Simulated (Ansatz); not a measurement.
`O[SiH2][GeH2][SH]` → silanol + `[SH][GeH]`  (germylene formation by 1,1-elimination)

Computed with Ansatz on PBE0-D4/def2-TZVP structures; ΔE is electronic, products minus reactants. CBS: MP2 limit from def2 TZ/QZ plus the TZ coupled-cluster correction, frozen cores. Functionals use def2-TZVPP. B3LYP here is the variant with VWN-RPA as its local correlation; programs differ in this. For Ge outer-core shells are correlated without core-valence functions, which leaves a few kJ/mol of doubt a bond. Scalar relativity is left out up to krypton. Each species was taken in one conformer, which may not be the lowest.

| level | ΔE (kJ/mol) | difference from CCSD(T)/CBS |
| --- | --- | --- |
| PBE-D4 | 106.4 | -1.1 |
| r2SCAN-D4 | 116.7 | 9.2 |
| PBE0-D4 | 119.6 | 12.1 |
| B3LYP-D4 | 91.1 | -16.4 |
| ωB97X-V | 117.3 | 9.8 |
| ωB97M-V | 100.6 | -6.9 |
| B2PLYP | 93.3 | -14.2 |
| PBE | 96.9 | -10.6 |
| r2SCAN | 114.0 | 6.5 |
| PBE0 | 111.0 | 3.5 |
| B3LYP | 75.9 | -31.6 |
| HF/def2-TZVPP | 83.6 | -23.9 |
| MP2/def2-TZVPP | 122.9 | 15.4 |
| SCS-MP2/def2-TZVPP | 109.4 | 1.9 |
| CCSD/def2-TZVPP | 110.7 | 3.2 |
| CCSD(T)/def2-TZVPP | 112.9 | 5.4 |
| HF/def2-QZVPP | 82.4 | -25.1 |
| MP2/def2-QZVPP | 119.3 | 11.8 |
| SCS-MP2/def2-QZVPP | 106.8 | -0.7 |
| HF/CBS(def2) | 82.2 | -25.3 |
| MP2/CBS(def2) | 117.4 | 9.9 |
| CCSD/CBS(def2) | 105.3 | -2.2 |
| CCSD(T)/CBS | 107.5 | 0 |

Largest T1 diagnostic among the species: 0.015.

The D4 term adds +15.2 kJ/mol with B3LYP and +8.6 kJ/mol with PBE0; it sums over pairs of atoms, weighted by their polarisabilities, and B3LYP, whose exchange is more repulsive, gets the larger term. From PBE to PBE0 (25 % exact exchange), in def2-TZVPP and without D4, ΔE moves by +14.1 kJ/mol.
